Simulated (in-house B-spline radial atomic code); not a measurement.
A fraction x of an electron is removed from 4d in the cerium ion Ce⁵⁺, starting from [Kr] 4d10 5s2 5p5 and keeping the highest spin. All numbers are computed (scalar-relativistic (X2C) SCAN, spin-polarised, spherical fractional occupations; Fermi nucleus of rms radius 4.8771 fm) with a B-spline radial code for spherical atoms, not measured.

| x | E(x) - E(0) (eV) | 4d down level (eV) |
| --- | --- | --- |
| 0 | 0.0000 | -171.280 |
| 0.04 | 6.8703 | -172.233 |
| 0.25 | 43.5664 | -177.260 |
| 0.29 | ? | ? |
| 0.39 | 68.6188 | -180.633 |
| 0.5 | 88.6348 | -183.296 |
| 0.55 | 97.8299 | -184.509 |
| 0.72 | ? | ? |
| 0.86 | 156.1989 | -192.078 |
| 0.96 | 175.5295 | -194.535 |
| 1 | 183.3306 | -195.521 |

Q: What belongs in the row x = 0.29?

A: An energy change of 50.6761 eV; 4d down at -178.222 eV.

Q: What belongs in the row x = 0.72?

A: An energy change of 129.5482 eV; 4d down at -188.650 eV.

Q: Check Janak's theorem between x = 0.04 and 0.25.

A: The slope of the energy is 174.74 eV; the orbital levels give 174.75 eV (-ε of the emptying orbital, averaged over the two points).
